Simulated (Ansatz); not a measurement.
# Match the barriers

Saddle point of AlNH6O2, singlet (AlH₃O₂ ([OH][AlH][OH]) + NH₃ → AlNH₄O₂ ([NH2][Al]([OH])[OH]) + H₂; bonds formed: H2–H5; dative contacts that become bonds: Al1–N6; bonds broken: Al1–H2, H5–N6), PBE0-D4/def2-TZVP structure:

Al1  (0.289, 0.065, -0.277)
H2  (-0.244, -1.659, -0.146)
O3  (-0.281, 0.688, -1.750)
O4  (1.857, 0.189, 0.361)
H5  (-0.787, -1.120, 0.532)
N6  (-1.016, 0.139, 1.061)
H7  (0.207, 0.744, -2.567)
H8  (2.672, 0.168, -0.133)
H9  (-1.931, 0.529, 0.884)
H10  (-0.766, 0.257, 2.034)
(Å)

Program: Ansatz 0.2.0. Basis: def2-TZVPP, with def2-QZVPP for the basis limit. Cores are frozen in the correlated methods. B3LYP uses VWN-RPA correlation. Extrapolation: Hartree–Fock as exp(−7.88 √X), correlation as X^−2.97. Four methods, as single points on the PBE0-D4 structures, gave these electronic barriers from the start structure: 27.05, 31.39, 34.23, 43.65 kcal/mol.

Q: The methods were, in alphabetical order, B3LYP-D4, CCSD(T), HF, PBE-D4. Which gave which? (A judgement: the text doesn't fix the answer.)

A: Computed: PBE-D4 27.05; B3LYP-D4 31.39; CCSD(T) 34.23; HF 43.65 kcal/mol. For comparison, CCSD(T) at an estimated basis limit (MP2 extrapolated from triple and quadruple zeta, plus CCSD(T) − MP2 in triple zeta) gives 33.90 kcal/mol.

T1 diagnostic: at most 0.013. The start structure is not quite a true minimum (one mode of 55i cm⁻¹).

The step is the kind of exchange with an N–H group that builds nitride films in atomic layer and chemical vapour deposition.

Labels in which every atom is bracketed show which atoms are joined, not bond orders.

For scale, one of the runs: CCSD(T)/def2-TZVPP, 219 basis functions, launched by `ansatz run in.yaml --threads 4 --pin off --events-out ev --progress --plain --max-ram 9574MiB`. The run took 59 s on 4 CPU threads of an Arm Neoverse V2 (shared host), with 3.4 GiB of host memory at its peak.
